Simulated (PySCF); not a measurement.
CH4Al, charge +1.

```xyz
6

Al     0.0000     0.0000    -0.7243
C      0.0000     0.0000     1.1745
H      0.8901    -0.5139     1.5504
H     -0.8901    -0.5139     1.5504
H      0.0000     1.0279     1.5504
H      0.0000     0.0000    -2.2821
```
Charge +1, spin multiplicity 1.

Geometry optimised at PBE0-D3(BJ)/def2-TZVP. The multiplicity is an assumed one; other spin states were not compared. The isomer is the one that the SMILES or the coordinates give; other isomers of the formula were not compared.

The numbers are results of PySCF with PBE0/pcSseg-2, not measurements. Non-relativistic, no solvent.

Problem. Give the absolute GIAO shielding of each atom: isotropic value and principal components (ppm). (An estimate is asked for; the answer gives what the named calculation found.)

Solution. 
```csv
atom,σ(iso),σ11,σ22,σ33,span
Al1,274.4,22.4,22.4,778.4,756.0
C2,186.7,176.0,176.0,208.3,32.3
H3,29.9,26.0,26.4,37.4,11.4
H4,29.9,26.0,26.4,37.4,11.4
H5,29.9,26.0,26.4,37.4,11.4
H6,25.1,21.6,21.6,32.0,10.4
```
